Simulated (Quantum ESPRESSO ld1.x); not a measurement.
Task: The mean radii <r> (bohr) of the occupied orbitals of an atom or ion are listed with their occupations. Calculated with ld1.x of Quantum ESPRESSO 7.5: scalar-relativistic Kohn-Sham, LDA (Slater exchange, VWN5 correlation), spin-polarised, spherical densities, point nucleus.

orbital  occ.      <r>
1s up       1  0.08593
1s down     1  0.08593
2s up       1   0.4136
2s down     1   0.4133
2p up       3   0.3745
2p down     3   0.3743
3s up       1    1.217
3s down     1    1.220
3p up       1    1.277

Name the element and its charge. Open shells, if any, are filled with parallel spins first.

Result: Z = 18, argon, charge +5: Ar5+ in [Ne] 3s2 3p1. The 1s radius gives Z: for a bare nucleus <r> = (2 gamma + 1)/(2Z) with gamma = sqrt(1 - (Z/c)^2), 0.08285 bohr for Z = 18, and screening makes it slightly larger (0.08593 here). The occupations add up to 13, and the charge is Z minus that.
